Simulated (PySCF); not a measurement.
# RuOCl + H₂O → RuO(OH) + HCl

Level: PBE0 in the def2-TZVP basis family, computed in PySCF with density fitting; scalar-relativistic core potentials for atoms from Rb on, none lighter, no spin–orbit coupling; open shells unrestricted.

```tsv
species	state and structure	E (Eh)	ZPE (kJ/mol)	H(298 K) − H(0) (kJ/mol)	S° (J/(mol K))
RuOCl	quartet, Cs, Ru–Cl 2.215 Å, Ru–O 1.666 Å; Cl–Ru–O 124.7°	-630.11669	9.3	12.5	303.0
H₂O	singlet, C2v, O–H 0.960 Å (×2); H–O–H 105.1°	-76.37736	56.5	9.9	188.7
RuO(OH)	doublet, Cs, O–H 0.957 Å, Ru–O 1.620 Å, Ru–O 1.816 Å; H–O–Ru 147.4°, O–Ru–O 159.0°	-245.80388	41.1	13.2	286.3
HCl	singlet, C∞v, H–Cl 1.279 Å	-460.66440	17.9	8.7	186.6
```

Task: What is the electronic reaction energy?

Result: At PBE0/def2-TZVP, ΔE = 67.7 kJ/mol from the differences of the total energies times 2625.5, uphill. 

Task: Add zero-point, thermal and entropy terms for 298.15 K and 1 bar.

Result: ΔZPE = -6.8 and Δ[H(298) − H(0)] = -0.5 kJ/mol give ΔH° = 60.4 kJ/mol. ΔS° = -18.8 J/(mol K), so ΔG° = 60.4 − 298.15 × (-0.0188) = 66 kJ/mol and log₁₀K = -11.6.

Open d or f shells are single determinants, so the state found may not be the ground state. Each species is the lowest minimum found with this bonding; other isomers or fragments can lie lower.
